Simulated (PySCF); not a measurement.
## C₆ coefficients of unlike pairs at PBE

Calculated with PySCF 2.14 from the dipole response of each species, C₆(A,B) = (3/π) ∫ α_A(iu) α_B(iu) du, in atomic units, from isotropic polarisabilities. For ions this is the dispersion term alone; charge-induced terms of lower order in 1/R come first.

| species | configuration | basis | relativity | α (bohr³) | C₆ (like pair) |
| --- | --- | --- | --- | --- | --- |
| P²⁺ | [Ne] 3s2 3p1 (2P) | aug-cc-pwCVTZ (8s7p5d3f) | none | 9.217 | 33.23 |
| Nb³⁺ | [Kr] 4d2 (3F) | x2c-TZVPPall with one added diffuse shell each of s, p, d, f type (9s7p7d3f1g) | spin-free X2C | 5.949 | 25.57 |
| Cr | [Ar] 3d5 4s1 (7S) | def2-QZVPPD (11s6p5d3f2g) | none | 68.87 | 518.4 |
| C²⁺ | [He] 2s2 (1S) | aug-cc-pVQZ-DK (6s5p4d3f2g) | spin-free X2C | 4.215 | 6.490 |

(1) Estimate C₆ for Nb³⁺ with P²⁺.

No spin-orbit coupling is included.

The other pairs:

```
     pair     C₆
 C²⁺, P²⁺  14.68
  C²⁺, Cr  51.20
C²⁺, Nb³⁺  12.11
 Cr, Nb³⁺  85.83
  Cr, P²⁺  114.3
```

Answers

(1) The integral gives 27.55. The combination rule 2 C_A C_B / (C_A α_B/α_A + C_B α_A/α_B) gives 27.83 and the geometric mean 29.15.
